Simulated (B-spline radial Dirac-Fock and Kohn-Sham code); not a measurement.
EELS cross sections of the As M2 edge

System: atomic arsenic, configuration [Ar] 3d10 4s2 4p3. Calculated with a radial atomic solver, using the first Born approximation with generalised oscillator strengths from a Dirac-Hartree-Slater potential (longitudinal and transverse terms; continuum final states only, so no white lines or fine structure). The edge is taken at 146.2 eV (tabulated value).

Partial cross sections σ(β, Δ) in barn, integrated over a window Δ above the edge and up to the collection semi-angle β, for parallel illumination:

| E₀ (kV) | β (mrad) | Δ = 25 eV | Δ = 50 eV | Δ = 100 eV | Δ = 200 eV | Δ = 300 eV |
| --- | --- | --- | --- | --- | --- | --- |
| 60 | 10 | 1030 | 2080 | 3990 | 6460 | 7660 |
| 60 | 50 | 2150 | 4360 | 8780 | 15200 | 18600 |
| 60 | 100 | 2350 | 4770 | 9690 | 17300 | 21800 |
| 80 | 20 | 1290 | 2620 | 5190 | 8680 | 10500 |
| 80 | 50 | 1810 | 3670 | 7420 | 13000 | 16000 |
| 80 | 100 | 1910 | 3880 | 7890 | 14100 | 17800 |
| 100 | 50 | 1580 | 3210 | 6510 | 11500 | 14300 |
| 100 | 100 | 1640 | 3330 | 6770 | 12100 | 15300 |
| 120 | 5 | 583 | 1170 | 2250 | 3640 | 4320 |
| 200 | 5 | 524 | 1060 | 2070 | 3410 | 4110 |
| 200 | 20 | ? | ? | ? | ? | ? |
| 200 | 100 | 1080 | 2200 | 4480 | 8010 | 10100 |
| 300 | 50 | 896 | 1830 | 3720 | 6640 | 8390 |
| 300 | 100 | 897 | 1830 | 3720 | 6650 | 8420 |

Question: Give the row for 200 kV and 20 mrad.

Answer: 921 b for 25 eV, 1880 b for 50 eV, 3770 b for 100 eV, 6460 b for 200 eV, 7870 b for 300 eV.
